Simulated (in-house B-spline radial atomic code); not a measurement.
## The bismuth ion Bi⁴⁺: [Ar] (3d3/2)3 (3d5/2)6 4s2 4p6 4d10 4f14 5s2 5p6 5d10 6s2 (with a hole in an inner shell)

Computed with a radial B-spline atomic code at the basis-set limit: Dirac-Hartree-Fock, average of the jj configuration, Fermi nucleus of rms radius 5.5211 fm.

Z_r = [3n² - l(l+1)]/(2<r>); Z_e = n√(-2ε); the last column is Slater's effective charge. Values are occupation-weighted means over j. An effective charge above Z reflects the relativistic contraction of the inner shells.

```json
{"shell": "1s", "electrons": "2", "ε (eV)": "-91291", "<r> (bohr)": "0.01579", "Z_r": "94.97", "Z_e": "81.91", "Slater": "82.70"}
{"shell": "2s", "electrons": "2", "ε (eV)": "-16672", "<r> (bohr)": "0.06572", "Z_r": "91.30", "Z_e": "70.01", "Slater": "78.85"}
{"shell": "2p", "electrons": "6", "ε (eV)": "-14446", "<r> (bohr)": "0.05992", "Z_r": "83.45", "Z_e": "65.17", "Slater": "78.85"}
{"shell": "3s", "electrons": "2", "ε (eV)": "-4168.9", "<r> (bohr)": "0.1702", "Z_r": "79.33", "Z_e": "52.51", "Slater": "71.75"}
{"shell": "3p", "electrons": "6", "ε (eV)": "-3511.4", "<r> (bohr)": "0.1717", "Z_r": "72.82", "Z_e": "48.20", "Slater": "71.75"}
{"shell": "3d", "electrons": "9", "ε (eV)": "-2779.6", "<r> (bohr)": "0.1573", "Z_r": "66.77", "Z_e": "42.88", "Slater": "62.20"}
{"shell": "4s", "electrons": "2", "ε (eV)": "-1043.6", "<r> (bohr)": "0.3738", "Z_r": "64.21", "Z_e": "35.03", "Slater": "56.10"}
{"shell": "4p", "electrons": "6", "ε (eV)": "-820.69", "<r> (bohr)": "0.3961", "Z_r": "58.06", "Z_e": "31.07", "Slater": "56.10"}
{"shell": "4d", "electrons": "10", "ε (eV)": "-543.8", "<r> (bohr)": "0.4151", "Z_r": "50.60", "Z_e": "25.29", "Slater": "44.85"}
{"shell": "4f", "electrons": "14", "ε (eV)": "-245.73", "<r> (bohr)": "0.4268", "Z_r": "42.17", "Z_e": "17.00", "Slater": "33.45"}
{"shell": "5s", "electrons": "2", "ε (eV)": "-234.35", "<r> (bohr)": "0.8258", "Z_r": "45.41", "Z_e": "20.75", "Slater": "26.35"}
{"shell": "5p", "electrons": "6", "ε (eV)": "-167.18", "<r> (bohr)": "0.9293", "Z_r": "39.28", "Z_e": "17.53", "Slater": "26.35"}
{"shell": "5d", "electrons": "10", "ε (eV)": "-83.023", "<r> (bohr)": "1.153", "Z_r": "29.92", "Z_e": "12.35", "Slater": "12.85"}
{"shell": "6s", "electrons": "2", "ε (eV)": "-56.457", "<r> (bohr)": "1.936", "Z_r": "27.89", "Z_e": "12.22", "Slater": "8.35"}
```

The least bound orbital is 6s1/2 at -56.46 eV, and it is also the most diffuse (<r> = 1.936 bohr). The part-filled 3d shell lies below the filled 6s shell in orbital energy.

For the 1s electron the small component carries 10.1 % of the norm, the zero-frequency Breit interaction raises the level by 358.3 eV, self-energy by 233.5 eV, and vacuum polarisation lowers it by 50.59 eV.
